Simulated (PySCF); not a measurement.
## How methods differ on the ionisation energy of Zn

Zn [Ar] 3d10 4s2 (1S) → Zn⁺ [Ar] 3d10 4s1 (2S), as a difference of total energies. Calculation: PySCF 2.14, in 6-31G*; the non-relativistic Hamiltonian (point nucleus). Correlated levels: valence: [Ar] frozen. The calculations carry no spin-orbit coupling.

```json
{"method": "UHF", "ionisation energy (eV)": "7.401"}
{"method": "MN15", "ionisation energy (eV)": "8.630"}
{"method": "MP2 (valence)", "ionisation energy (eV)": "8.231"}
{"method": "CCSD (valence)", "ionisation energy (eV)": "8.445"}
{"method": "CCSD(T) (valence)", "ionisation energy (eV)": "8.484"}
```

Estimate what SCS-MP2 (valence) gives.

8.291 eV, closest to MP2 (valence) among the rows shown.

Estimate what M06-L gives.

8.451 eV, closest to CCSD (valence) among the rows shown.

These non-relativistic numbers lack the scalar-relativistic shift.

Errors of the correlated levels include the incompleteness of this basis and the frozen core.

For comparison: 9.394 eV (measured; NIST Atomic Spectra Database, ionization energies).
